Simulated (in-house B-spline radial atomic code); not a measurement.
**Solving the quasi-particle equation for 4f of W⁶⁺**

Configuration [Xe] 4f14, start r2SCAN, empty levels kept to 9800 hartree. Computed with a B-spline radial code for spherical atoms: all electrons, scalar-relativistic (spin-free one-electron X2C), finite nucleus, each spin shell either full or empty, empty states to l = 9 with an (l + 1/2)⁻⁴ tail; G0W0 by contour deformation at full frequency.

Without the two-electron picture change, the correlation of inner shells comes somewhat too large for so heavy an element.

At the mean-field level ε = -109.575 eV the matrix elements are Σx = -91.33 eV, v_xc = -73.448 eV and Σc(ε) = 3.663 eV, and the slope of the correlation self-energy is dΣc/dω = -0.0547. The quasi-particle energy solves E = ε + Σx − v_xc + Σc(E).

**Question.** What does the linearised equation give?

**Answer.** Z = 1/(1 − dΣc/dω) = 1/1.0547 = 0.9481. The first-order shift is Σx − v_xc + Σc(ε) = -91.33 − (-73.448) + (3.663) = -14.219 eV, so E ≈ ε + Z × shift = -109.575 + 0.9481 × (-14.219) = -123.056 eV.

**Question.** How does that compare with the full solution and with static screening?

**Answer.** Solving the equation at full frequency dependence gives E = -122.986 eV, where Σc = 4.471 eV and the weight is 0.938; the linearised value is off by 70 meV. Leaving Z out would give -123.794 eV. Static COHSEX puts -2.248 eV in place of Σc and gives -129.705 eV, 6.72 eV deeper.
